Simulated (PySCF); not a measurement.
Isomers of C5H8FNO.

All values: PBE0/def2-SVPD (PySCF) at GFN2-xTB geometries, gas phase, one conformer each. Core orbitals are frozen in the response; Δα² is half the sum of the squared differences of the principal polarisabilities.

(1) Rank by dipole moment, lowest first.
A. `[CH2:1]=[C:2]([F:3])[NH:4][C:5](=[O:6])[CH2:7][CH3:8]` with C1–C2–N4–C5 0°, C2–N4–C5–O6 0°, N4–C5–C7–C8 180°
B. `[O:1]=[CH:2][NH:3][C@@H:4]1[CH2:5][CH2:6][C@H:7]1[F:8]` with O1–C2–N3–C4 1°, C2–N3–C4–C5 -124°, N3–C4–C5–C6 -135°, C4–C5–C6–C7 14°, C5–C6–C7–F8 -132°, N3–C4–C7–C6 135°
C. `[H]/[N:8]=[C:7]1\[C@H:3]([O:2][CH3:1])[CH2:4][C@@H:5]1[F:6]` with C1–O2–C3–C4 -77°, O2–C3–C4–C5 -131°, C3–C4–C5–F6 133°, C4–C5–C7–N8 159°, O2–C3–C7–C5 135°
D. `[CH2:1]=[CH:2][C@@H:3]([F:4])[C:5](=[O:6])[NH:7][CH3:8]` with C1–C2–C3–F4 -8°, C2–C3–C5–O6 76°, C3–C5–N7–C8 180°

(2) Rank by HOMO–LUMO gap, lowest first.
A. `[O:1]=[CH:2][NH:3][C@@H:4]1[CH2:5][CH2:6][C@H:7]1[F:8]` with O1–C2–N3–C4 1°, C2–N3–C4–C5 -124°, N3–C4–C5–C6 -135°, C4–C5–C6–C7 14°, C5–C6–C7–F8 -132°, N3–C4–C7–C6 135°
B. `[H]/[N:8]=[C:7]1\[C@H:3]([O:2][CH3:1])[CH2:4][C@@H:5]1[F:6]` with C1–O2–C3–C4 -77°, O2–C3–C4–C5 -131°, C3–C4–C5–F6 133°, C4–C5–C7–N8 159°, O2–C3–C7–C5 135°
C. `[CH2:1]=[CH:2][C@@H:3]([F:4])[C:5](=[O:6])[NH:7][CH3:8]` with C1–C2–C3–F4 -8°, C2–C3–C5–O6 76°, C3–C5–N7–C8 180°

(3) Rank by polarisability anisotropy Δα, highest first.
A. `[CH2:1]=[CH:2][C@@H:3]([F:4])[C:5](=[O:6])[NH:7][CH3:8]` with C1–C2–C3–F4 -8°, C2–C3–C5–O6 76°, C3–C5–N7–C8 180°
B. `[CH2:1]=[C:2]([F:3])[NH:4][C:5](=[O:6])[CH2:7][CH3:8]` with C1–C2–N4–C5 0°, C2–N4–C5–O6 0°, N4–C5–C7–C8 180°
C. `[H]/[N:8]=[C:7]1\[C@H:3]([O:2][CH3:1])[CH2:4][C@@H:5]1[F:6]` with C1–O2–C3–C4 -77°, O2–C3–C4–C5 -131°, C3–C4–C5–F6 133°, C4–C5–C7–N8 159°, O2–C3–C7–C5 135°

## Answers

(1) D (2.50 D), A (2.99 D), C (4.41 D), B (4.85 D).

(2) B (6.55 eV), C (7.18 eV), A (7.93 eV).

(3) B (5.55 Å³), A (3.43 Å³), C (3.10 Å³).

All values together:

```json
{"SMILES": "C=C(F)NC(=O)CC", "μ (D)": "2.99", "HOMO (eV)": "-6.92", "LUMO (eV)": "-0.36", "α (Å³)": "10.95", "Δα (Å³)": "5.55"}
{"SMILES": "[H]/N=C1/[C@@H](F)C[C@H]1OC", "μ (D)": "4.41", "HOMO (eV)": "-7.52", "LUMO (eV)": "-0.96", "α (Å³)": "10.49", "Δα (Å³)": "3.10"}
{"SMILES": "C=C[C@@H](F)C(=O)NC", "μ (D)": "2.50", "HOMO (eV)": "-7.46", "LUMO (eV)": "-0.28", "α (Å³)": "10.84", "Δα (Å³)": "3.43"}
{"SMILES": "O=CN[C@@H]1CC[C@H]1F", "μ (D)": "4.85", "HOMO (eV)": "-7.66", "LUMO (eV)": "0.27", "α (Å³)": "10.38", "Δα (Å³)": "3.29"}
```

Conformers: `[CH2:1]=[C:2]([F:3])[NH:4][C:5](=[O:6])[CH2:7][CH3:8]` with C1–C2–N4–C5 0°, C2–N4–C5–O6 0°, N4–C5–C7–C8 180°; `[H]/[N:8]=[C:7]1\[C@H:3]([O:2][CH3:1])[CH2:4][C@@H:5]1[F:6]` with C1–O2–C3–C4 -77°, O2–C3–C4–C5 -131°, C3–C4–C5–F6 133°, C4–C5–C7–N8 159°, O2–C3–C7–C5 135°; `[CH2:1]=[CH:2][C@@H:3]([F:4])[C:5](=[O:6])[NH:7][CH3:8]` with C1–C2–C3–F4 -8°, C2–C3–C5–O6 76°, C3–C5–N7–C8 180°; `[O:1]=[CH:2][NH:3][C@@H:4]1[CH2:5][CH2:6][C@H:7]1[F:8]` with O1–C2–N3–C4 1°, C2–N3–C4–C5 -124°, N3–C4–C5–C6 -135°, C4–C5–C6–C7 14°, C5–C6–C7–F8 -132°, N3–C4–C7–C6 135°.
